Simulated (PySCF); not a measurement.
**How methods differ on the excitation energy of Pt**

Pt [Xe] 4f14 5d9 6s1 (3D) → Pt [Xe] 4f14 5d9 6p1 (high-spin determinant), as a difference of total energies. Computed with PySCF 2.14 in def2-TZVPPD with the def2 core potential (60 electrons) (6s5p3d2f1g, 59 functions), with scalar relativity through the core potential. Correlated levels: valence and next inner shell: nothing frozen outside the core potential. The calculations carry no spin-orbit coupling.

```csv
method,excitation energy (eV)
UHF,4.071
MP2 (valence and next inner shell),4.983
SCS-MP2 (valence and next inner shell),4.850
CCSD (valence and next inner shell),4.688
CCSD(T) (valence and next inner shell),4.652
```

**Question.** How much does correlation contribute at CCSD(T) (valence and next inner shell)?

**Answer.** 4.652 − (4.071) = 0.581 eV, measured against UHF.

The determinant of the upper state mixes LS terms, which raises its energy above the lowest term, most at the Hartree-Fock and MP2 levels.
